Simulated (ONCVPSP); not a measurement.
## An all-electron radial function and its pseudo partner (Si (Z = 14))

Columns: radius, all-electron u(r) and pseudo u(r) of the 2s shell (level -143.55 eV) of silicon in the configuration [He] 2s2 2p6 3s2 3p1.5; PBEsol, scalar-relativistic, ONCV scheme, ONCVPSP 4.0.1.

```csv
r (bohr),all-electron,pseudo
0.057,-0.6333,0.2710
0.115,-0.3351,0.5325
0.172,0.1808,0.7631
0.230,0.6623,0.9605
0.288,1.0174,1.1132
0.345,1.2371,1.2168
0.402,1.3483,1.2746
0.460,1.3774,1.2903
0.518,1.3463,1.2679
0.575,1.2776,1.2163
0.632,1.1864,1.1431
0.690,1.0817,1.0539
0.747,0.9750,0.9585
0.805,0.8679,0.8591
0.862,0.7675,0.7633
0.920,0.6726,0.6708
0.977,0.5872,0.5866
1.035,0.5089,0.5087
1.092,0.4404,0.4403
1.150,0.3787,0.3786
1.208,0.3247,0.3247
1.265,0.2785,0.2784
1.322,0.2383,0.2383
1.380,0.2030,0.2030
1.438,0.1727,0.1726
1.495,0.1470,0.1469
```

(1) How many radial nodes do the two functions have?

(2) At about which radius was the pseudo-wave matched?

(3) Is the pseudo-wave norm-conserving?

Results:

(1) The all-electron 2s function has n − l − 1 = 1; the pseudo-wave has 0, since the states of the same l below it are removed with the core.

(2) 1.15 bohr. The columns agree to 0.0005 from 1.03 bohr on; several derivatives are matched, so the curves merge somewhat inside the radius.

(3) Yes: the ONCV scheme keeps the norm inside the radius equal to the all-electron one, which fixes the energy derivative of the logarithmic derivative at the level.
